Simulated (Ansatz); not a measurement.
Basis sets compared for Na3Br4. Charge 0, multiplicity 2. Geometry r2SCAN-D4/def2-SVP. Ansatz on 4 threads of Arm Neoverse N1 on a shared host; times are rough, and most runs start from earlier orbitals.

Cartesian coordinates in Å:
```
Na -0.5871 0.2365 2.0614
Na -1.4964 -1.8843 -1.3434
Na 1.5202 0.9094 -1.2295
Br 2.2091 0.5738 1.5320
Br -2.2654 -1.6487 1.2045
Br 0.2466 2.6177 0.6931
Br 0.3729 -0.8045 -2.9180
```

The 6-31G sets use Cartesian d functions. In the doublet, Br4 and Br6 lie 2.96 Å apart (atoms count from 1), so these atoms are partly bonded to each other. The structure comes from a short search, and lower isomers may exist.

```tsv
level	functions	energy (Eh)	HOMO (eV)	LUMO (eV)	wall time
HF/STO-3G	99	-10658.5966	-5.75	2.71	3.1 s
HF/6-31G	155	-10774.1063	-10.31	-1.88	13 s
PBE-D4/def2-SVP	173	-10780.5293	-5.95	-5.52	13 s
PBE-D4/def2-TZVP	288	-10781.9508	-6.14	-5.63	23 s
BLYP-D4/def2-TZVP (with forces)	288	-10783.9610	-5.98	-5.53	31 s
PBE0-D4/def2-SVP	173	-10780.9379	-7.22	-4.79	20 s
PBE0-D4/def2-TZVP	288	-10782.3550	-7.37	-4.86	51 s
```

(1) Estimate the rows for PBE-D4/def2-TZVPD, BLYP-D4/def2-TZVPD, PBE0-D4/def2-TZVPD.

## Answers

(1) 
```json
{"level": "PBE-D4/def2-TZVPD", "functions": "333", "energy (Eh)": "-10781.9526", "HOMO (eV)": "-6.16", "LUMO (eV)": "-5.65", "wall time": "39 s"}
{"level": "BLYP-D4/def2-TZVPD", "functions": "333", "energy (Eh)": "-10783.9630", "HOMO (eV)": "-6.00", "LUMO (eV)": "-5.54", "wall time": "46 s"}
{"level": "PBE0-D4/def2-TZVPD", "functions": "333", "energy (Eh)": "-10782.3564", "HOMO (eV)": "-7.38", "LUMO (eV)": "-4.87", "wall time": "63 s"}
```
